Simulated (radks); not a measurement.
Valence configurations of neutral beryllium (all share [He]). Method: Dirac Kohn-Sham, PBE, spin-unpolarised, spherical densities, point nucleus; open shells fill j = l - 1/2 first; computed with a radial shooting solver on a logarithmic mesh with Libxc functionals. Energies are relative to 2s2; eigenvalues in eV.

| valence | E (eV) | e(2p1/2) | e(2s1/2) |
|---|---|---|---|
| 2s2 | 0.000 | - | -5.610 |
| 2s1 2p1 | 3.612 | -2.535 | -6.164 |
| 2s1.5 2p0.5 | 1.801 | -2.296 | -5.909 |
| 2p2 | 7.250 | -2.939 | - |
| 2s0.5 2p1.5 | 5.429 | -2.747 | -6.386 |

NIST lists [He] 2s2 as the ground configuration; this level of theory agrees among the configurations tried. The energies are those of spherical spin-averaged densities, not of single terms.
